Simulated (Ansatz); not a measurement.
Cost and result up the ladder for Sr3Te3 (the lowest singlet isomer of a short search) (6 atoms). Total charge 0; singlet. Geometry: PBE-D4/def2-SVP.

```xyz
6

Sr   -0.296   -2.689   -0.097
Sr    2.363    1.131   -0.697
Sr   -2.064    1.558    0.795
Te    2.502   -1.892   -0.979
Te   -2.868   -1.373    0.849
Te    0.362    3.265    0.128
```

Ansatz on 4 threads of Arm Neoverse V1 on a shared host. Times are rough, and most runs start from the orbitals of an earlier one. PBE0-D4/def2-TZVPD serves as the yardstick here, not as an exact answer. Differences are given only for rows in sets of like size (and for xTB, whose basis is part of the method), since another set adds its own error. Binding counts from free atoms at the same level (Sr singlet, Te triplet; other spins of the atoms weren't run), without zero-point energy or a counterpoise term.

In the def2 sets Sr, Te take a core potential; there is no spin–orbit coupling. B3LYP takes the VWN-RPA correlation. Correlated methods freeze 12 core orbitals; core or outer-core shells of Sr, Te are correlated, in sets that lack core-valence functions. The rows differ in basis, and correlated rows in double-zeta sets carry the largest basis error. The structure comes from a short search, and lower isomers may exist.

Correlated methods converge slowly with the basis, most of all in double-zeta sets.

| level | functions | wall time | binding energy per atom (eV) | difference from PBE0-D4/def2-TZVPD (eV) |
| --- | --- | --- | --- | --- |
| PBE-D4/def2-SVP | 147 | 2.9 s | 2.55 | – |
| PBE-D4/def2-TZVP (with forces) | 249 | 6.5 s | 2.53 | -0.01 |
| PBE0-D4/def2-SVP | 147 | 6.5 s | 2.54 | – |
| PBE-D4/def2-TZVPD | 276 | 7 s | 2.53 | 0.00 |
| PBE0-D4/def2-TZVP | 249 | 11 s | 2.53 | 0.00 |
| B3LYP-D4/def2-TZVP | 249 | 11 s | 2.38 | -0.15 |
| MP2/def2-TZVP | 249 | 11 s | 2.37 | -0.16 |
| r2SCAN-D4/def2-TZVP | 249 | 12 s | 2.64 | 0.11 |
| PBE0-D4/def2-TZVPD | 276 | 14 s | 2.53 | 0.00 |
| BHLYP-D4/def2-TZVP | 249 | 15 s | 2.39 | -0.14 |
| BHLYP-D4/def2-TZVPD | 276 | 17 s | 2.39 | -0.14 |
| PBE-QIDH/def2-TZVP | 249 | 19 s | 2.49 | -0.04 |
| RPA@PBE/def2-TZVP | 249 | 19 s | 1.95 | -0.58 |
| CCSD(T)/def2-SVP | 147 | 2.1 min | 2.18 | – |
